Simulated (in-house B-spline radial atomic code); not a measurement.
# RPA correlation on SCAN: Au

Configuration [Xe] 4f14 5d10 6s1, highest spin, mean-field start SCAN. Computed with an all-electron radial atomic-structure program (B-spline basis): all electrons, scalar-relativistic (spin-free one-electron X2C), finite nucleus, each spin shell either full or empty, empty states to l = 9 with an (l + 1/2)⁻⁴ tail; G0W0 by contour deformation at full frequency.

Without the two-electron picture change, the correlation of inner shells comes somewhat too large for so heavy an element.

RPA overbinds a lone outer s electron by self-correlation, and G0W0 tends to as well.

The highest G0W0 level has too low a weight to be given.

Command:
```bash
python run_gw.py task.json out
```
Settings (radii: box in bohr, nucleus in fm):
```
Z                        79
electrons                79
configuration            [Xe] 4f14 5d10 6s1
hamiltonian              x2c
method                   scan,scan
lmax                     9
rms_radius               5.4371
spin_polarised           True
box_radius               40
intervals                72
ion_configuration        [Xe] 4f14 5d10
```

Run time, properties included: 22 s on 1 thread of Arm Neoverse N1, with other jobs on the host.

Energies (hartree):

| term | value |
| --- | --- |
| mean-field total | -19015.66558 |
| Hartree-Fock functional on these orbitals | -19008.92803 |
| direct second order | -8.223 |
| second-order exchange | 2.0387 |
| SOSEX correction | 1.8867 |

(1) What is the RPA correlation energy, and what remains with SOSEX?

(2) What does it cost to remove one electron (to [Xe] 4f14 5d10) by differences of total energies, each species on its own start (correlation terms add to the Hartree-Fock functional)?

## Answers

(1) RPA gives -7.0717 hartree (-2.44 eV per electron); RPA + SOSEX gives -5.1851, and the second-order doubles -6.1844 hartree (no singles). RPA lacks exchange-type terms and so overcorrelates at short range.

(2) SCAN 9.834 eV, Hartree-Fock functional 7.485 eV, + RPA 9.619 eV, + RPA + SOSEX 8.823 eV, + second order 10.556 eV. Tabulated: 9.226 eV (NIST, measured); the calculation leaves out spin-orbit coupling, Breit and QED terms, and what these don't explain is the method's own error.
